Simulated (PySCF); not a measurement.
PySCF input for Ge(F)2(Br)(OH) (BrF2GeHO), SMILES [OH][Ge]([Br])([F])[F], PBE/pcSseg-1. Geometry optimised at PBE0-D3(BJ)/def2-SVP. The structure was generated by enumeration, and PubChem lists no compound with its InChIKey, so it may never have been made. Other conformers were not sampled.

```python
import numpy as np
from pyscf import gto, scf, dft
from pyscf.prop.nmr import rks as nmr

mol = gto.M(
    atom='''
    O     1.63511290   -1.25554433   -0.00000002
    Ge    0.00538492   -0.65016890   -0.00000000
    F    -0.85670336   -1.26323334    1.35401522
    F    -0.85670339   -1.26323335   -1.35401519
    Br    0.01399465    1.59452831   -0.00000000
    H     1.67762749   -2.22053102   -0.00000002
    ''',
    basis='pcSseg-1',
    charge=0,
    spin=0,
    max_memory=1600,
    verbose=3,
)
mf = dft.RKS(mol, xc='pbe')
mf.grids.level = 3
mf.conv_tol = 1e-10
mf.max_cycle = 100
mf.kernel()
n = nmr.NMR(mf)
n.verbose = 2
n.max_cycle_cphf = 60
sigma = n.kernel()
print('atom   isotropic/ppm   span/ppm')
for i, s in enumerate(sigma):
    w = np.linalg.eigvalsh((s + s.T) / 2)
    print(f'{mol.atom_symbol(i):2s}{i + 1:3d} {w.mean():14.3f} {w[2] - w[0]:11.3f}')
```

It prints:

```
converged SCF energy = -4925.36060144397
atom   isotropic/ppm   span/ppm
O   1        245.581     105.832
Ge  2       1250.218     186.166
F   3        256.971     190.208
F   4        256.971     190.208
Br  5       2451.920     788.215
H   6         28.825      23.413
```

The calculation finished and met its thresholds.
